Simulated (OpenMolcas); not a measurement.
# Which level was it?

CH3NOSi has 7 atoms, charge 0, and is taken as a singlet. As SMILES, `N#CO[SiH3]`. Geometry: relaxed at GFN2-xTB.

| atom | x (Å) | y (Å) | z (Å) |
| --- | --- | --- | --- |
| N | 1.9369 | -1.4035 | 1.4778 |
| C | 1.0681 | -1.0831 | 0.8062 |
| O | 0.1091 | -0.7721 | 0.0626 |
| Si | -0.6407 | 0.5940 | -0.4848 |
| H | -1.6532 | -0.0427 | -1.3103 |
| H | -1.1607 | 1.3217 | 0.6681 |
| H | 0.3405 | 1.3857 | -1.2195 |

Orbital energies are those of the mean-field step.

A calculation with OpenMolcas 26.06 gave:

```json
{
 "total energy": "-459.1047 Eh",
 "dipole moment": "5.09 D",
 "HOMO energy": "-9.92 eV",
 "LUMO energy": "-0.15 eV",
 "HOMO–LUMO gap": "9.78 eV"
}
```

**Question.** Which of these levels gave the numbers?
A. CCSD(T)/6-31G
B. B2PLYP/aug-cc-pVDZ
C. B3LYP/6-31G* (spherical functions)
D. CCSD(T)/def2-SVP

**Answer.** B. The others give -459.3526 Eh (B3LYP/6-31G* (spherical functions)), -458.2308 Eh (CCSD(T)/def2-SVP), -458.0902 Eh (CCSD(T)/6-31G).
